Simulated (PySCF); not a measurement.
Excitation energy of Zr by level of theory

Zr [Kr] 4d2 5s2 (3F) → Zr [Kr] 4d4 (5D), as a difference of total energies. All numbers are calculated (PySCF 2.14, a scalar-relativistic core potential, in def2-QZVPPD with the def2 core potential (28 electrons) (7s5p4d3f2g, 81 functions)). Correlated levels: valence: 4s2 4p6 frozen. The calculations carry no spin-orbit coupling.

```tsv
method	excitation energy (eV)
UHF	2.511
MP2 (valence)	2.709
SCS-MP2 (valence)	3.390
CCSD (valence)	2.791
CCSD(T) (valence)	2.825
```

**Question.** How much does correlation contribute at CCSD(T) (valence)?

**Answer.** 2.825 − (2.511) = 0.314 eV, measured against UHF.
